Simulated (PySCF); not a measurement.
H2O2Re, SMILES [OH][Re][OH] (connectivity only; charge and spin as stated), neutral, multiplicity 4.

The structure is a stationary point at B3LYP-D3(BJ)/def2-TZVP. The spin state was assumed, not searched. The def2 effective core potentials stand for the cores of Re; spin–orbit coupling is left out. One conformer was computed; it need not be the lowest.

Two levels are set side by side: PBE/def2-TZVPD (PySCF) and B3LYP/def2-TZVPD (PySCF). Same geometry, gas phase. Differences are taken from unrounded values.

```json
[
 {"quantity": "α-spin orbital gap (eV)", "B3LYP": "3.20"},
 {"quantity": "β-spin orbital gap (eV)", "B3LYP": "2.57"},
 {"quantity": "dipole moment (D)", "B3LYP": "2.07"},
 {"quantity": "mean polarisability (bohr³)", "B3LYP": "60.0"}
]
```

Question: What does PBE give, and how far is it from B3LYP? (The exact figures need the calculation; the answer reports its results.)

Answer: 
| quantity | PBE | PBE minus B3LYP |
|---|---|---|
| α-spin orbital gap (eV) | 1.19 | -2.01 |
| β-spin orbital gap (eV) | 0.83 | -1.74 |
| dipole moment (D) | 2.00 | -0.07 |
| mean polarisability (bohr³) | 63.1 | 3.1 |

Loosely held outer electrons make PBE densities more polarisable. Differences between two approximate levels are no errors against the true value.

Rough cost on one machine, each run with all the roots and properties that it gave: B3LYP against PBE within a factor of 2.
